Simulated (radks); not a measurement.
Problem. These are the eigenvalues of the occupied orbitals of an atom or ion with whole-number occupations (eV). Calculated with a radial shooting solver on a logarithmic mesh with Libxc functionals: scalar-relativistic Kohn-Sham, SCAN, spin-polarised, spherical densities, finite nucleus; meta-GGA in the generalised Kohn-Sham scheme; Fermi nuclear charge, rms radius of each element as measured or else 0.836 A^(1/3) + 0.57 fm.

orbital  eigenvalue
1s        -22026.25
2s        -4093.066
2p        -3782.864
3s        -1440.236
3p        -1337.721

Which element is it, and in what charge state? The configuration may be excited. Open shells, if any, are filled with parallel spins first.

Solution. Z = 43, technetium, charge +25: Tc25+ in [Ar]. The list shows which subshells hold electrons but not how many an open one holds; the 1s level, -809.45 hartree, gives Z - s = 40.2 by -(Z - s)^2/2, which with screening and relativity narrows Z to a few neighbours, and the depths of the outer levels then fix element, charge and occupations together.
